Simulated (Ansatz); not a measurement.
input.yaml

```yaml
crystal:
  periodic: [false, false, false]
  atoms:
    - { symbol: Sn, position_ang: [0.4853, 0.0, -0.208641] }
    - { symbol: Cl, position_ang: [0.283585, 0.0, 2.183825] }
    - { symbol: H, position_ang: [2.182562, 0.0, -0.53887] }
    - { symbol: H, position_ang: [-0.291966, 1.43924, -0.767123] }
    - { symbol: H, position_ang: [-0.291966, -1.43924, -0.767123] }
    - { symbol: H, position_ang: [-3.316058, 0.0, 1.560495] }
    - { symbol: H, position_ang: [-2.607257, 0.0, 1.855235] }
basis:
  gaussian: { orbitals: def2-SVP }
hamiltonian:
  xc: blyp
  dispersion: d4
neb:
  order_check: false
  images: 7
  f_tol: 0.05
  max_iterations: 60
  optimiser: lbfgs
  climbing: true
  final_atoms:
    - { symbol: Sn, position_ang: [-0.32614775, 8.5e-07, -0.54458014] }
    - { symbol: Cl, position_ang: [-0.57890557, -4.11e-06, 3.5661441] }
    - { symbol: H, position_ang: [1.16879348, 2.88e-06, 0.31435854] }
    - { symbol: H, position_ang: [-0.46183667, 1.41751484, -1.52622318] }
    - { symbol: H, position_ang: [-0.46183628, -1.41751616, -1.52621806] }
    - { symbol: H, position_ang: [-1.64558756, 2.84e-06, 0.58976229] }
    - { symbol: H, position_ang: [-1.25027965, -1.13e-06, 2.44455444] }
  initial_path:
    images:
      - { positions_ang: [[0.4853, 0.0, -0.208641], [0.283585, 0.0, 2.183825], [2.182562, 0.0, -0.53887], [-0.291966, 1.43924, -0.767123], [-0.291966, -1.43924, -0.767123], [-3.316058, 0.0, 1.560495], [-2.607257, 0.0, 1.855235]] }
      - { positions_ang: [[0.36873057, 0.0, -0.15116966], [0.18912909, 0.0, 2.33259862], [2.05747568, 0.0, -0.5267362], [-0.41297721, 1.43438, -0.72316651], [-0.41297721, -1.43438, -0.72316651], [-2.97245496, 0.0, 1.3165112], [-2.37272595, 0.0, 1.79292705]] }
      - { positions_ang: [[0.25216113, 0.0, -0.09369832], [0.09467318, 0.0, 2.48137223], [1.93238936, 0.0, -0.51460239], [-0.53398842, 1.42952, -0.67921002], [-0.53398842, -1.42952, -0.67921002], [-2.62885192, 0.0, 1.0725274], [-2.13819491, 0.0, 1.73061911]] }
      - { positions_ang: [[0.1355917, 0.0, -0.03622697], [0.00021727, 0.0, 2.63014585], [1.80730304, 0.0, -0.50246859], [-0.65499963, 1.42466, -0.63525353], [-0.65499963, -1.42466, -0.63525353], [-2.28524888, 0.0, 0.8285436], [-1.90366386, 0.0, 1.66831116]] }
      - { positions_ang: [[0.01902227, 0.0, 0.02124437], [-0.09423864, 0.0, 2.77891947], [1.68221671, 0.0, -0.49033478], [-0.77601084, 1.4198, -0.59129703], [-0.77601084, -1.4198, -0.59129703], [-1.94164584, 0.0, 0.5845598], [-1.66913281, 0.0, 1.60600322]] }
      - { positions_ang: [[-0.06727024, 2.1e-07, -0.12021176], [-0.21540537, -1.03e-06, 2.97572563], [1.5538609, 7.2e-07, -0.28916145], [-0.6974673, 1.41922871, -0.82502857], [-0.6974672, -1.41922904, -0.82502729], [-1.86763127, 7.1e-07, 0.58586042], [-1.56441952, -2.8e-07, 1.81564102]] }
      - { positions_ang: [[-0.15356274, 4.2e-07, -0.26166789], [-0.33657211, -2.06e-06, 3.17253178], [1.4255051, 1.44e-06, -0.08798812], [-0.61892375, 1.41865742, -1.05876011], [-0.61892356, -1.41865808, -1.05875755], [-1.7936167, 1.42e-06, 0.58716105], [-1.45970623, -5.7e-07, 2.02527883]] }
      - { positions_ang: [[-0.23985525, 6.4e-07, -0.40312401], [-0.45773884, -3.08e-06, 3.36933794], [1.29714929, 2.16e-06, 0.11318521], [-0.54038021, 1.41808613, -1.29249164], [-0.54037992, -1.41808712, -1.2924878], [-1.71960213, 2.13e-06, 0.58846167], [-1.35499294, -8.5e-07, 2.23491664]] }
      - { positions_ang: [[-0.32614775, 8.5e-07, -0.54458014], [-0.57890557, -4.11e-06, 3.5661441], [1.16879348, 2.88e-06, 0.31435854], [-0.46183667, 1.41751484, -1.52622318], [-0.46183628, -1.41751616, -1.52621806], [-1.64558756, 2.84e-06, 0.58976229], [-1.25027965, -1.13e-06, 2.44455444]] }
```

Launched with:

```bash
$ ansatz run input.yaml --threads 1 --pin off --max-ram 2048MiB --backend cpu --events-out ev --progress --plain --runs-dir out
```

Hardware: 1 thread of AMD EPYC 9R45 96-Core Processor (Zen 5), with other jobs on the host.

Q: Roughly how long does this run take, and how much memory?

A: 2.3 min, with a peak of 0.14 GiB, for 40 band iterations.
